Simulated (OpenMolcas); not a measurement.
An atom or ion with 48 electrons was computed by SS-CASPT2, IPEA 0.25 Eh, imaginary shift 0.1 Eh with spin-orbit coupling (OpenMolcas, ANO-RCC-VTZP, DKH2). The lowest levels that the run gave, each within 12 % of the measured value where one is at hand:

```
J  Parity  E (cm⁻¹)      g
0    even       0.0       
0     odd     86170       
1     odd     89580  1.488
2     odd     99170  1.501
1     odd    125880  1.013
0    even    201870       
1    even    209390  1.501
2    even    210560  1.202
2    even    222660  1.299
0    even    244440
```

Task: Which ion is it, and what are the configurations and terms?

Result: I5+ (Z = 53, charge +5; active space 2 electrons in 8 orbitals (5s 5p 6s 6p)). J, parity and g give the terms where levels are pure, and mixed ones are named by the computed weights; the size of the splittings, set against known spectra of the 48-electron sequence, gives the charge. In order, with the measured energies in cm⁻¹ (the list in Rauch et al., Astron. Astrophys. 606, A105 (2017)): 5s² ¹S₀, 5s 5p ³P°₀ (85666), 5s 5p ³P°₁ (89262), 5s 5p ³P°₂ (99685), 5s 5p ¹P°₁ (127424), 5p² ³P₀ (200085), 5p² ³P₁ (208474), 5p² ¹D₂ [60 %] (209432), 5p² ³P₂ [60 %] (221984), 5p² ¹S₀ (245658).

CASPT2 breaks the degeneracy within a term, and the mean is taken; among the terms shown or strongly mixed into the levels shown the widest spread is 180 cm-1 (5p² ¹D). Over all roots computed the reference weight is 0.88 to 0.95; the roots of lowest weight are the least certain, and an intruder state may touch them. Active for correlation alone: 6p 6s; no level in the range computed is led by a configuration that fills them, so any true level of that kind is missing. The ¹D term of p² mixes with s d, which this space lacks. Measured partners are found by configuration, term and J. A level has none where our copy of the source lacks it or the pairing is in doubt (some pairs that miss far off the trend of their configuration count as doubtful), and it then counts in no deviation. Only configurations of the active space appear.

A share in square brackets marks a mixed level and gives the weight of the term that names it. ° marks odd parity.
